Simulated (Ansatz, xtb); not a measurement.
FHSSn: which of two isomers lies lower

We compare X, `F[S][SnH]`, a singlet, with Y, `[F][Sn][SH]`, a triplet. Both are isolated molecules in the gas phase, relaxed with PBE0-D4/def2-SVP; the shapes shown needn't be the lowest conformers.

X (Å):

```tsv
atom	x (Å)	y (Å)	z (Å)
F	-1.8777	-2.5909	2.3810
S	-1.3063	-1.1860	1.7394
Sn	1.1085	-1.1987	2.0211
H	0.9938	-2.7819	2.8045
```

Y (Å):

```xyz
4

F    -2.0641   -0.3778    2.2643
S     0.9445   -2.6113    2.8236
Sn   -1.4252   -2.2314    2.2581
H     1.4238   -2.5317    1.5591
```

Problem. Estimate E(Y) − E(X) at the level CCSD(T)/def2-TZVP.

Solution. Calculated at CCSD(T)/def2-TZVP: E(Y) − E(X) = −3.5 kcal/mol, so structure Y lies lower.

The same difference at several levels:

```csv
level,geometry,E(Y) − E(X) (kcal/mol),departure from the last row (kcal/mol),"job, with rough time for the two"
PBE0-D4/def2-SVP,PBE0-D4/def2-SVP,−4.5,−1.0,"optimisation, 38 s"
HF/def2-TZVP,PBE0-D4/def2-SVP,−19.3,−15.8,part of the CCSD(T) run
MP2/def2-TZVP,PBE0-D4/def2-SVP,−4.8,−1.2,part of the CCSD(T) run
CCSD(T)/def2-TZVP,PBE0-D4/def2-SVP,−3.5,,"single point, 75 s"
```

As drawn, Y has 1 F–Sn, 1 S–H in place of 1 F–S, 1 Sn–H.

The levels shown agree on the order. The largest departure from CCSD(T)/def2-TZVP is that of HF/def2-TZVP, 15.8 kcal/mol. At CCSD(T)/def2-TZVP a singlet with the links of Y lies below this triplet. Levels run at GFN2-xTB geometries aren't shown.

With harmonic frequencies from PBE0-D4/def2-SVP (ideal gas, rigid rotor, one conformer each, 298.15 K, 1 atm): the zero-point term adds +1.0 kcal/mol; ΔH is −2.4 and ΔG −3.5 kcal/mol.

Open shells are spin-unrestricted. The correlated steps freeze 10 core orbitals; the filled d shell of Sn is correlated, in a basis made for valence electrons. Atoms past krypton carry core potentials in the def2 sets and no spin–orbit term is included. ΔG holds the spin degeneracy. Mirror images aren't counted in ΔG. Programs: Ansatz 0.2.0; the last row on 2 threads of Arm Neoverse V2 on a shared host.
